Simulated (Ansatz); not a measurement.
This geometry of Cl2GaH (4 atoms, charge 0, multiplicity 1) is a first-order saddle point.

Level of theory: Ansatz 0.2.0, RKS LDA/def2-SVPD.

```xyz
4
Properties=species:S:1:pos:R:3
Ga 0.301 0.000 -0.522
Cl 1.129 0.000 1.796
H 1.781 0.000 0.133
Cl -1.834 0.000 -0.612
```

(1) Which two structures does it join? (They come from a converged band through this point; their orientation in space is the band's.)

(2) How far does it lie above each of them?

Results:

(1) Bonds broken: Ga1–Cl2, Ga1–H3. Bonds formed: Cl2–H3. Cl2GaH becomes ClGa + ClH.

Initial state:

```xyz
4
Properties=species:S:1:pos:R:3
Ga 0.495 0.000 0.081
Cl 0.695 0.000 2.200
H 1.705 0.000 -0.872
Cl -1.517 0.000 -0.614
```

Final state:

```xyz
4
Properties=species:S:1:pos:R:3
Ga -0.363 0.000 -0.372
Cl 2.441 0.000 1.852
H 1.401 0.000 1.014
Cl -2.101 0.000 -1.698
```

(2) 40.2 kcal/mol above the first and 17.6 kcal/mol above the second. This is the barrier of this one path; another mechanism may lie lower. The orbitals stay closed-shell, which can raise the energy where a bond breaks towards radicals; this wasn't checked here.

The run took 56 s on 2 threads of Arm Neoverse V1, with other jobs on the host, peak memory 0.14 GiB.
